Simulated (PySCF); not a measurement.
PySCF job for WO2F, SMILES [O]=[W+](=[O])[F], charge +1, multiplicity 1, r2SCAN-D4/def2-TZVP. Geometry optimised at r2SCAN-D4/def2-TZVP. The multiplicity is an assumed one; other spin states were not compared. The isomer is the one that the SMILES or the coordinates give; other isomers of the formula were not compared. The def2 effective core potentials stand for the cores of W; spin–orbit coupling is left out.

```python
import numpy as np
from pyscf import gto, scf, dft, df
from pyscf.hessian import thermo

mol = gto.M(
    atom='''
    W     0.03753591    0.17478744    0.00000000
    O     0.76574932   -0.56670395   -1.31785619
    O     0.76574925   -0.56670395    1.31785622
    F    -1.66996066   -0.42966752   -0.00000004
    ''',
    basis='def2-TZVP',
    ecp={'W': 'def2-tzvp'},
    charge=1,
    spin=0,
    max_memory=1600,
    verbose=3,
)
mf = dft.RKS(mol, xc='r2scan').density_fit(auxbasis='def2-universal-jkfit')
mf.disp = 'd4'
mf.grids.level = 4
mf.conv_tol = 1e-11
mf.max_cycle = 100
mf.kernel()

# [left out here: the lines that compute and print the analytic Hessian (its translational invariance restored by hand, since the grid's response is missing), thermochemistry and intensities]
```

Log of the run:

```
converged SCF energy = -317.207790929055

WARN: MGGA Hessian is sensitive to dft grids. grids.level 4 may not be dense enough.


WARN: DFTD4 does not support analytical Hessian, using finite difference.


WARN: Mole.unit (angstrom) is changed to Bohr

Mode                                 0                   1                   2
Irrep
Freq [cm^-1]                      254.4792            269.7761            393.5785
Reduced mass [au]                  19.6122             18.3224             17.1275
Force const [Dyne/A]                0.7483              0.7857              1.5632
Char temp [K]                     366.1389            388.1478            566.2718
Normal mode                   x     y     z       x     y     z       x     y     z
       0   W                -0.01 -0.03  0.00   -0.00  0.00  0.02   -0.01  0.01 -0.00
       1   O                 0.10  0.09 -0.01   -0.11 -0.05 -0.01    0.09 -0.08  0.12
       2   O                 0.10  0.09  0.01    0.11  0.05 -0.01    0.09 -0.08 -0.12
       3   F                -0.07  0.11 -0.00    0.00 -0.00 -0.15   -0.02  0.00  0.00
Mode                                 3                   4                   5
Irrep
Freq [cm^-1]                      771.4022           1042.9021           1089.6189
Reduced mass [au]                  20.9218             17.6015             17.0000
Force const [Dyne/A]                7.3352             11.2794             11.8918
Char temp [K]                    1109.8760           1500.5039           1567.7191
Normal mode                   x     y     z       x     y     z       x     y     z
       0   W                -0.02 -0.01 -0.00    0.00 -0.00 -0.02   -0.01  0.01 -0.00
       1   O                 0.01 -0.00  0.00   -0.07  0.08  0.13    0.08 -0.08 -0.13
       2   O                 0.01 -0.00 -0.00    0.07 -0.08  0.13    0.08 -0.08  0.13
       3   F                 0.20  0.08  0.00    0.00  0.00  0.00   -0.01 -0.00  0.00
temperature 298.1500 [K]
pressure 101325.00 [Pa]
Rotational constants [GHz] 6.75551 5.53789 3.96086
Symmetry number 1
Zero-point energy (ZPE) 0.00871 [Eh]   22859.183 [J/mol]
                           tot       elec      trans        rot        vib
Entropy [J/mol/K]       301.704      0.000    176.827    105.383     19.494
Cv [J/mol/K]             51.254      0.000     12.472     12.472     26.311
Cp [J/mol/K]             59.569      0.000     20.786     12.472     26.311
Internal energy [J/mol]                      3718.434   3718.434  26533.372
Internal energy [Eh]   -317.19485  -317.20779
Enthalpy [J/mol]                             6197.391   3718.434  26533.372
Enthalpy [Eh]          -317.19391
Gibbs free energy [J/mol]                  -46523.697 -27701.372  20721.341
Gibbs free energy [Eh] -317.22817
mode   freq/cm-1   IR/(km/mol)
   1      254.48        14.596
   2      269.78         1.553
   3      393.58         2.048
   4      771.40        79.979
   5     1042.90        89.200
   6     1089.62        18.962
max |gradient| / (hartree/bohr): 0.00035619088854999984
APT charges: [ 2.2864 -0.4163 -0.4163 -0.4514]
```

Self-consistency was reached.

Cost: roughly 3.0 core-minutes.
